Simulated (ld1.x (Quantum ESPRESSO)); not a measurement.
u(r) = r·R(r): atom against pseudo-atom (vanadium (V))

Columns: radius, all-electron u(r) and pseudo u(r) of the 3p shell (level -44.04 eV) of vanadium in the configuration [Ne] 3s2 3p6 3d3 4s2 4p0; PBE, scalar-relativistic, TM scheme, ld1.x (Quantum ESPRESSO) 7.5.

```tsv
r (bohr)	all-electron	pseudo
0.060	0.2480	-0.0140
0.120	0.4974	-0.0552
0.180	0.5431	-0.1215
0.240	0.4201	-0.2092
0.300	0.2018	-0.3136
0.360	-0.0514	-0.4289
0.420	-0.2997	-0.5490
0.480	-0.5206	-0.6672
0.540	-0.7038	-0.7774
0.600	-0.8469	-0.8741
0.660	-0.9506	-0.9528
0.720	-1.0188	-1.0108
0.780	-1.0566	-1.0469
0.840	-1.0691	-1.0617
0.900	-1.0615	-1.0571
0.960	-1.0384	-1.0364
1.020	-1.0038	-1.0031
1.080	-0.9610	-0.9609
1.140	-0.9126	-0.9126
1.200	-0.8610	-0.8610
1.260	-0.8078	-0.8078
1.320	-0.7543	-0.7543
1.380	-0.7015	-0.7015
1.440	-0.6502	-0.6502
1.500	-0.6008	-0.6008
1.560	-0.5538	-0.5538
```

How many radial nodes do the two functions have?

The all-electron 3p function has n − l − 1 = 1; the pseudo-wave has 0, since the states of the same l below it are removed with the core.

At about which radius was the pseudo-wave matched?

1.20 bohr. The columns agree to 0.0005 from 1.08 bohr on; several derivatives are matched, so the curves merge somewhat inside the radius.

Is the pseudo-wave norm-conserving?

Yes: the TM scheme keeps the norm inside the radius equal to the all-electron one, which fixes the energy derivative of the logarithmic derivative at the level.
